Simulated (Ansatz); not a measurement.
`[SeH][SiH2]Br` + NH₃ → `N[SiH2][SeH]` + HBr at 700 K and 1 bar (ligand exchange at the Si–Br bond).

Gas-phase electronic energies from Ansatz, PBE0-D4/def2-TZVP geometries. CCSD(T)/CBS is the MP2 limit (def2-TZVPP, def2-QZVPP) plus CCSD(T) − MP2 in def2-TZVPP, frozen cores. This one scheme is used for every species. For Br, Se outer-core shells are correlated without core-valence functions, which leaves a few kJ/mol of doubt a bond. Scalar relativity is left out up to krypton. Each species was taken in one conformer, which may not be the lowest.

```json
{"species": "`[SeH][SiH2]Br`", "CCSD(T)/CBS energy (Eh)": "-5264.97418", "H − E (kJ/mol)": "124.2", "S (J/(mol·K))": "409.1"}
{"species": "NH₃", "CCSD(T)/CBS energy (Eh)": "-56.50880", "H − E (kJ/mol)": "116.9", "S (J/(mol·K))": "226.5"}
{"species": "`N[SiH2][SeH]`", "CCSD(T)/CBS energy (Eh)": "-2747.54778", "H − E (kJ/mol)": "198.7", "S (J/(mol·K))": "415.7"}
{"species": "HBr", "CCSD(T)/CBS energy (Eh)": "-2573.91920", "H − E (kJ/mol)": "36.5", "S (J/(mol·K))": "223.7"}
```

H − E and S are ideal-gas, rigid-rotor, harmonic terms from PBE0-D4/def2-TZVP, for one conformer and one mirror image of each species. 1 Eh = 2625.50 kJ/mol, R = 8.31446 J/(mol·K).

Task: By hand: ΔE, ΔH, ΔS and ΔG.

Result: ΔE = (-2747.54778) + (-2573.91920) − (-5264.97418) − (-56.50880) = 0.01600 Eh = 42.0 kJ/mol. Δ(H − E) = 198.7 + 36.5 − 124.2 − 116.9 = -5.9, so ΔH = 36.1 kJ/mol. ΔS = 415.7 + 223.7 − 409.1 − 226.5 = 3.8 J/(mol·K). ΔG = 36.1 − 700 × (3.8)/1000 = 33.4 kJ/mol.

Task: By hand: the equilibrium constant, and the temperature at which ΔG would vanish if ΔH and ΔS stayed fixed.

Result: log₁₀ K = −ΔG/(RT ln 10) = -2.5. ΔG = 0 at ΔH/ΔS = 9500 K, far beyond where these terms or the molecules hold.

The number of gas molecules stays the same, so ΔS is small and ΔH decides. A doubt of 5 kJ/mol in ΔE shifts log₁₀ K by 0.4 here. Other conformers and mirror images would add mixing entropy, several J/(mol·K) or more a flexible species. These are equilibria of isolated gas molecules and say nothing of rates. Largest T1 diagnostic: 0.009 (customary marks: 0.02 for closed shells, 0.045 for open ones).
